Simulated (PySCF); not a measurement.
Isomers of C8H18N2, one conformer each; single-point electronic energies without zero-point terms and without any empirical dispersion term.

All values: PBE0/pcSseg-1 (PySCF, non-relativistic), each on one gas-phase PBE0-D3(BJ)/def2-SVP geometry that isn't relaxed in the solvent. The solvent is an IEF-PCM continuum (Bondi radii, 1.10 Å for H, scaled by 1.2). Specific hydrogen bonds and non-electrostatic terms are outside this model.

```csv
isomer,"relative energy, gas (kcal/mol)",dipole (D)
`C(NN(C(C)C)C=C)CC`,0.0,0.74
`CCC(C)(C)NNC1CC1`,6.0,1.33
`CC[C@H](C)N(NC)C1CC1`,9.0,1.24
```

**Question.** How do the relative energies look in dimethylsulfoxide (ε = 46.83)?

**Answer.** 
```csv
isomer,"relative energy, solvent (kcal/mol)",E(solvent) − E(gas) (kcal/mol),dipole in solvent (D)
`C(NN(C(C)C)C=C)CC`,0.0,-4.5,0.88
`CCC(C)(C)NNC1CC1`,4.9,-5.6,2.15
`CC[C@H](C)N(NC)C1CC1`,10.2,-3.3,1.74
```

The order is unchanged. Conformers: `[CH2:1]=[CH:2][N:3]([NH:4][CH2:5][CH2:6][CH3:7])[CH:8]([CH3:9])[CH3:10]` with C1–C2–N3–N4 -8°, C2–N3–N4–C5 88°, N3–N4–C5–C6 -177°, N4–C5–C6–C7 -178°, C2–N3–C8–C9 -52°; `[CH3:1][CH2:2][C:3]([CH3:4])([CH3:5])[NH:6][NH:7][CH:8]1[CH2:9][CH2:10]1` with C1–C2–C3–C4 54°, C2–C3–N6–N7 -67°, C3–N6–N7–C8 150°, N6–N7–C8–C9 81°; `[CH3:1][CH2:2][C@H:3]([CH3:4])[N:5]([NH:6][CH3:7])[CH:8]1[CH2:9][CH2:10]1` with C1–C2–C3–C4 -171°, C2–C3–N5–N6 69°, C3–N5–N6–C7 -141°, C3–N5–C8–C9 142°. `CCC(C)(C)NNC1CC1` gains most from the continuum, and it has the largest gas-phase dipole. The gains span 2.3 kcal/mol, the gas-phase energies 9.0 kcal/mol.
